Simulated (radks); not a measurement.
The promethium ion Pm2+, configuration [Xe] 4f4.5 6s0.5 (fractional occupations, a model configuration).

Method: Dirac Kohn-Sham, BLYP, spin-unpolarised, spherical densities, point nucleus; open shells fill j = l - 1/2 first; computed with a radial shooting solver on a logarithmic mesh with Libxc functionals.

Energy parts (eV):
part                      energy
total                 -272856.51
kinetic                295099.35
electron-nucleus      -666625.20
Hartree                104927.11
exchange-correlation    -6257.77

Orbitals (lengths in bohr, moments of r in powers of bohr; r(max) is where P^2 peaks):
| orbital | occ. | eigenvalue (eV) | r(max) |
|---|---|---|---|
| 1s1/2 | 2 | -45003.71 | 0.01478 |
| 2s1/2 | 2 | -7327.967 | 0.08395 |
| 2p1/2 | 2 | -6940.338 | 0.06369 |
| 2p3/2 | 4 | -6379.882 | 0.06923 |
| 3s1/2 | 2 | -1611.356 | 0.2388 |
| 3p1/2 | 2 | -1445.223 | 0.2258 |
| 3p3/2 | 4 | -1332.558 | 0.2376 |
| 3d3/2 | 4 | -1043.835 | 0.1898 |
| 3d5/2 | 6 | -1019.419 | 0.1931 |
| 4s1/2 | 2 | -334.0686 | 0.5521 |
| 4p1/2 | 2 | -270.8719 | 0.5587 |
| 4p3/2 | 4 | -246.2074 | 0.5840 |
| 4d3/2 | 4 | -142.2731 | 0.5975 |
| 4d5/2 | 6 | -137.8829 | 0.6057 |
| 4f5/2 | 4.5 | -19.0061 | 0.6298 |
| 4f7/2 | 0 | -18.5075 | 0.6347 |
| 5s1/2 | 2 | -57.6436 | 1.282 |
| 5p1/2 | 2 | -40.4380 | 1.400 |
| 5p3/2 | 4 | -36.9855 | 1.473 |
| 6s1/2 | 0.5 | -14.7393 | 3.220 |

The highest occupied level is 6s1/2 at -14.739 eV. The configuration is held as typed, so some empty levels lie below it. The density falls to 0.001 e/bohr^3 at r = 3.98 bohr.
